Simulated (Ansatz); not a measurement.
The cluster Al₇F₆ (the lowest doublet isomer of a short search) was relaxed with PBE-D4 (def2-SVP) in Ansatz in these states: charge -1 singlet, neutral doublet. The geometries follow in no particular order.

A:

Cartesian coordinates in Å:
```
Al -0.712 1.681 2.141
Al -1.547 1.575 -0.418
Al 1.320 -2.020 -1.701
Al 0.481 -0.441 1.257
Al 0.899 1.545 -1.360
Al 1.999 1.649 1.094
Al -2.162 -1.977 -0.359
F 0.748 2.876 1.851
F -2.439 -0.035 -0.574
F 1.424 -0.082 -2.057
F 1.508 -1.556 0.261
F -0.977 -1.521 1.218
F -0.542 -1.694 -1.354
```

B:

```xyz
13

Al    0.9437    2.1738    1.3186
Al    2.3530    0.6060   -0.4217
Al   -1.8032   -2.3154   -0.9054
Al   -0.8692    0.4835    0.1529
Al    1.2387   -1.8654    1.0352
Al   -0.1099   -0.1699    2.7020
Al   -0.2934    1.0213   -2.8808
F     1.1597    1.2119    2.9326
F     1.4596    1.1376   -1.9529
F    -0.2579   -2.6631    0.2945
F    -2.2611   -0.6663    0.2186
F    -1.2044    1.6714   -1.1662
F    -0.3556   -0.6254   -1.3273
```

Judge from the bond lengths which geometry belongs to which state (an estimate).

A is the charge -1 singlet (Al4–F13 3.071 Å, Al4–Al6 2.588 Å, Al1–Al4 2.590 Å); B is the neutral doublet (Al4–F13 1.919 Å, Al4–Al6 2.739 Å, Al1–Al4 2.739 Å).
